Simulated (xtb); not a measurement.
C$_{3}$H$_{10}$OSi, charge -1, doublet, at a GFN2-xTB geometry (a state made from the parent by changing its charge; the spin is typed, not shown lowest); GFN2-xTB (xtb).

The xtb input:
```
$ xtb mol.xyz --gfn 2 --chrg -1 --uhf 1 --json

# file mol.xyz
15

C      0.25810500     1.61005659    -1.27897079
Si    -0.12363230    -0.09155022    -0.29900619
C     -0.73203227    -1.88819897     0.47322274
C      1.69252362    -0.29976757     0.36371436
O     -1.09534832     0.79712445     0.79603221
H      0.96028164     1.45565335    -2.09936028
H      0.69243198     2.35867756    -0.61303408
H     -0.64626722     2.04413102    -1.70290150
H     -0.51617590    -1.96135055     1.54630561
H     -0.23942836    -2.73445673    -0.00574898
H     -1.80812858    -2.03778082     0.35411092
H      2.42167298     0.09159140    -0.34512197
H      1.84613086     0.23840435     1.30320670
H      1.95014350    -1.34242788     0.54781154
H     -1.47860015     0.25972567     1.48476329
```

Question: Predict the main parts of the log of this xtb run.

Answer: 
```
   ID    Z sym.   atoms
    1    6 C      1, 3, 4
    2   14 Si     2
    3    8 O      5
    4    1 H      6-15

           -------------------------------------------------
          |                Calculation Setup                |
           -------------------------------------------------

           -------------------------------------------------
          |                 G F N 2 - x T B                 |
           -------------------------------------------------

          ...................................................
          :                      SETUP                      :
          :.................................................:
          :  # basis functions                  36          :
          :  # atomic orbitals                  35          :
          :  # shells                           21          :
          :  # electrons                        33          :
          :  max. iterations                   250          :
          :  Hamiltonian                  GFN2-xTB          :
          :  restarted?                      false          :
          :  GBSA solvation                  false          :
          :  PC potential                    false          :
          :  electronic temp.          300.0000000     K    :
          :  accuracy                    1.0000000          :
          :  -> integral cutoff          0.2500000E+02      :
          :  -> integral neglect         0.1000000E-07      :
          :  -> SCF convergence          0.1000000E-05 Eh   :
          :  -> wf. convergence          0.1000000E-03 e    :
          :  Broyden damping             0.4000000          :
          :  net charge                         -1          :
          :  unpaired electrons                  1          :
          ...................................................

 iter      E             dE          RMSdq      gap      omega  full diag
   1    -17.5976388 -0.175976E+02  0.479E+00    2.92       0.0  T
   2    -17.6194174 -0.217786E-01  0.299E+00    3.02       1.0  T
   3    -17.6200777 -0.660288E-03  0.103E+00    3.05       1.0  T
   4    -17.6204011 -0.323429E-03  0.444E-01    3.11       1.0  T
   5    -17.6207651 -0.363995E-03  0.196E-01    3.10       1.0  T
   6    -17.6207885 -0.234026E-04  0.994E-02    3.11       1.0  T
   7    -17.6208065 -0.179379E-04  0.647E-02    3.11       1.0  T
   8    -17.6208128 -0.634326E-05  0.245E-02    3.10       1.1  T
   9    -17.6208129 -0.106482E-06  0.149E-02    3.10       1.7  T
  10    -17.6208131 -0.185462E-06  0.471E-03    3.10       5.5  T
  11    -17.6208131 -0.377126E-07  0.256E-03    3.10      10.1  T
  12    -17.6208131  0.233464E-08  0.110E-03    3.10      23.4  T
  13    -17.6208132 -0.860521E-08  0.260E-04    3.10      99.4  T
  14    -17.6208132 -0.222908E-09  0.785E-05    3.10     328.7  T

   *** convergence criteria satisfied after 14 iterations ***

         :::::::::::::::::::::::::::::::::::::::::::::::::::::
         ::                     SUMMARY                     ::
         :::::::::::::::::::::::::::::::::::::::::::::::::::::
         :: total energy             -17.427566016288 Eh    ::
         :: gradient norm              0.000035052913 Eh/a0 ::
         :: HOMO-LUMO gap              3.102896304493 eV    ::
         ::.................................................::
         :: SCC energy               -17.620784390714 Eh    ::
         :: -> isotropic ES            0.148146768529 Eh    ::
         :: -> anisotropic ES          0.014558293416 Eh    ::
         :: -> anisotropic XC          0.003102680178 Eh    ::
         :: -> dispersion             -0.010009875373 Eh    ::
         :: repulsion energy           0.193218374426 Eh    ::
         :: add. restraining           0.000000000000 Eh    ::
         :: total charge              -1.000000000000 e     ::
         :::::::::::::::::::::::::::::::::::::::::::::::::::::

           -------------------------------------------------
[...]
        25                          0.3762013              10.2370
        26                          0.3892186              10.5912
        27                          0.3928318              10.6895
        28                          0.4025712              10.9545
       ...                                ...                  ...
        35                          0.8951609              24.3586
      -------------------------------------------------------------
                  HL-Gap            0.1140293 Eh            3.1029 eV
             Fermi-level           -0.0344923 Eh           -0.9386 eV

     #   Z          covCN         q      C6AA      α(0)
     1   6 C        3.623    -0.176    24.458     7.128
     2  14 Si       3.315     0.329   122.638    22.357
     3   6 C        3.602    -0.191    24.913     7.218
     4   6 C        3.640    -0.171    24.245     7.081
     5   8 O        1.572    -0.558    24.228     6.642
     6   1 H        0.924    -0.057     4.267     3.231
     7   1 H        0.924    -0.042     3.902     3.089
     8   1 H        0.925    -0.045     3.976     3.118
     9   1 H        0.924    -0.062     4.387     3.276
    10   1 H        0.925    -0.053     4.172     3.194
    11   1 H        0.924    -0.059     4.314     3.248
    12   1 H        0.925    -0.053     4.169     3.193
    13   1 H        0.924    -0.042     3.896     3.087
    14   1 H        0.925    -0.051     4.115     3.172
    15   1 H        0.810     0.230     0.973     1.549

 Mol. C6AA /au·bohr⁶  :       2469.238193
 Mol. C8AA /au·bohr⁸  :      67448.534910
 Mol. α(0) /au        :         80.582237

Wiberg/Mayer (AO) data.
largest (>0.10) Wiberg bond orders for each atom

 ---------------------------------------------------------------------------
     #   Z sym  total        # sym  WBO       # sym  WBO       # sym  WBO
 ---------------------------------------------------------------------------
     1   6 C    3.898 --     8 H    1.006     6 H    1.005     7 H    1.000
                             2 Si   0.776
     2  14 Si   3.215 --     5 O    0.979     4 C    0.784     1 C    0.776
                             3 C    0.747
     3   6 C    3.864 --    10 H    1.004    11 H    1.002     9 H    0.995
                             2 Si   0.747
     4   6 C    3.917 --    12 H    1.009    14 H    1.008    13 H    0.998
                             2 Si   0.784
     5   8 O    2.020 --     2 Si   0.979    15 H    0.935
     6   1 H    0.997 --     1 C    1.005
     7   1 H    0.998 --     1 C    1.000
     8   1 H    0.998 --     1 C    1.006
     9   1 H    0.996 --     3 C    0.995
    10   1 H    0.997 --     3 C    1.004
    11   1 H    0.997 --     3 C    1.002
    12   1 H    0.997 --     4 C    1.009
    13   1 H    0.998 --     4 C    0.998
    14   1 H    0.997 --     4 C    1.008
    15   1 H    0.947 --     5 O    0.935
 ---------------------------------------------------------------------------

Topologies differ in total number of bonds
Writing topology from bond orders to xtbtopo.mol

molecular dipole:
                 x           y           z       tot (Debye)
 q only:       -0.329      -0.232      -0.160
   full:        0.092      -0.149       0.653       1.718
molecular quadrupole (traceless):
                xx          xy          yy          xz          yz          zz
 q only:        0.700      -0.789      -6.217       0.383       5.052       5.517
  q+dip:        0.827       0.367      -5.039      -0.398       2.634       4.212
   full:        1.521       0.312      -5.017      -1.080       1.613       3.496

           -------------------------------------------------
          | TOTAL ENERGY              -17.427566016288 Eh   |
          | GRADIENT NORM               0.000035052913 Eh/α |
          | HOMO-LUMO GAP               3.102896304493 eV   |
           -------------------------------------------------

normal termination of xtb
```
